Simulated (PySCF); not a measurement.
Two-photon absorption: 4'-bromoacetophenone, C₈H₇BrO

Geometry:
```tsv
atom	x (Å)	y (Å)	z (Å)
C1	-3.577	-0.880	0.062
C2	-2.685	0.226	0.567
O3	-3.141	1.174	1.167
C4	-1.213	0.129	0.311
C5	-0.397	1.167	0.780
C6	0.976	1.144	0.579
C7	1.542	0.064	-0.102
Br8	3.404	0.020	-0.381
C9	0.752	-0.982	-0.578
C10	-0.623	-0.943	-0.368
H11	-3.491	-0.986	-1.031
H12	-3.294	-1.846	0.508
H13	-4.614	-0.646	0.327
H14	-0.876	1.994	1.308
H15	1.610	1.953	0.945
H16	1.212	-1.817	-1.108
H17	-1.234	-1.765	-0.745
```

Computed with TDDFT CAM-B3LYP/aug-cc-pVDZ excited states, vertical, gas phase (PySCF 2.14.0). Geometry: PBE0-D3(BJ)/def2-SVP.

The calculation is non-relativistic, which matters for the atoms heavier than Zn.

(1) How strongly do the lowest singlets absorb one photon, and two photons of half the energy?

Answers

(1) δ for parallel linear polarisation; σ at the peak of a Lorentzian of half width 0.1 eV, single beam; Ω is circular over linear.
| state | E (eV) | f | photon λ (nm) | δ (au) | σ (GM) | Ω | main |
| --- | --- | --- | --- | --- | --- | --- | --- |
| S1 | 3.97 | 0.000 | 625 | <0.1 | 0.00 | – | HOMO−1→LUMO 0.86, HOMO−1→LUMO+9 0.10 |
| S2 | 5.00 | 0.021 | 496 | 23.3 | 0.21 | 0.90 | HOMO−2→LUMO 0.59, HOMO→LUMO+2 0.33 |
| S3 | 5.09 | 0.375 | 487 | 756 | 7.18 | 0.74 | HOMO→LUMO 0.88 |
| S4 | 5.85 | 0.000 | 424 | 2.45 | 0.03 | 1.50 | HOMO→LUMO+5 0.56, HOMO→LUMO+1 0.15 |
| S5 | 6.15 | 0.166 | 403 | 25.7 | 0.36 | 1.33 | HOMO→LUMO+2 0.60, HOMO−2→LUMO 0.36 |
| S6 | 6.37 | 0.000 | 389 | 0.28 | 0.00 | 1.50 | HOMO−3→LUMO 0.87 |

Among these, the strongest one-photon state is S3, the strongest two-photon state S3, with a dipole change of 4.2 D (relaxed, norm of the difference vector).
